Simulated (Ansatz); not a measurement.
`F/C(Cl)=C(/F)Br`, relaxed with RKS PBE-D4/def2-SVP in the Gaussian-basis code of Ansatz from a rough embedded geometry. The force threshold is 0.03 eV/Å; the program also tests the step.

Total charge 0; spin multiplicity 1.

Start:

```xyz
6

F    -0.520    0.112    1.743
C    -0.559   -0.076    0.369
Cl   -2.083   -0.484   -0.311
C     0.515    0.102   -0.345
F     0.418   -0.135   -1.726
Br    2.229    0.481    0.269
```

Q: How much energy does the relaxation release, and in how many steps? (An estimate is asked.)

A: Ansatz gave: 0.25 eV, in 6 steps.

Q: Which bonds change most? (Best estimate.)

A: Ansatz gave: C4–F5 from 1.405 to 1.330 Å; F1–C2 from 1.387 to 1.329 Å; C2–C4 from 1.302 to 1.353 Å; C4–Br6 from 1.859 to 1.877 Å.

Q: Give the relaxed structure. (Estimate.)

A: The calculation gave: 
```xyz
6

F    -0.519    0.103    1.697
C    -0.570   -0.072    0.380
Cl   -2.118   -0.473   -0.250
C     0.526    0.059   -0.402
F     0.468   -0.117   -1.718
Br    2.214    0.498    0.292
```
